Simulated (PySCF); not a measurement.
Species: H4NSiTe (doublet state).
Atom-mapped SMILES: `[NH:1][SiH2:2][TeH:3]` (hydrogens: H4 on N1; H5, H6 on Si2; H7 on Te3)

Computed, not measured: PySCF, PBE0-D3(BJ)/def2-SVP geometry optimisation, gas phase, def2 core potentials past Kr.

List the bond lengths, angles and torsions at this level.

```
   bond  length (pm)   order
 N1–Si2        173.7  single
Si2–Te3        252.0  single
  N1–H4        102.8  single
 Si2–H5        148.6  single
 Si2–H6        149.7  single
 Te3–H7        166.5  single
```

Orders are formal, as drawn. A selection of angles:
```
     angle  degrees
 Si2–N1–H4    112.9
N1–Si2–Te3    101.9
 N1–Si2–H5    110.6
 N1–Si2–H6    117.5
Te3–Si2–H5    106.1
Te3–Si2–H6    109.1
 H5–Si2–H6    110.7
Si2–Te3–H7     90.8
```

Torsions: H4–N1–Si2–Te3 -82° (synclinal). The mirror-image conformer, all signs reversed, is as good.

Si2 (silicon bonded to N, Te and 2 H) is distorted tetrahedral (angles from 101.9° to 117.5°).

Stationary, but not proved a minimum. ⟨S²⟩ = 0.758 (exact for a doublet: 0.75). Torsions: H–N1–Si2–Te3 -82°, N1–Si2–Te3–H 84°.
